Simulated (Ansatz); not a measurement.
```xyz
10

C     1.527   -1.355   -0.893
C     0.447   -0.896   -0.335
C    -0.611   -0.385    0.221
Si   -0.809    1.437    0.578
Cl   -1.953   -1.406    0.682
H     2.374   -1.679   -0.295
H     1.612   -1.434   -1.972
H    -2.002    1.949   -0.141
H     0.416    2.137    0.119
H    -1.002    1.631    2.037
```

The species carries charge 0 and has multiplicity 1.

**Question.** List the ωB97M-V/def2-TZVPP orbital energies in eV (Ansatz 0.2.0). (Best estimate.)

**Answer.** The calculation gave: Occupied: -2772.25, -1807.19, -283.08, -282.58, -282.14, -262.60, -200.14, -199.92, -199.91, -148.28, -102.40, -102.38, -102.38, -27.21, -24.96, -22.33, -18.55, -16.78, -15.52, -15.47, -14.01, -13.19, -12.33, -11.95, -11.01, -10.28, -9.64. Lowest empty: 1.20, 1.62, 2.06, 3.12, 3.22, 3.32, 3.56, 4.75.
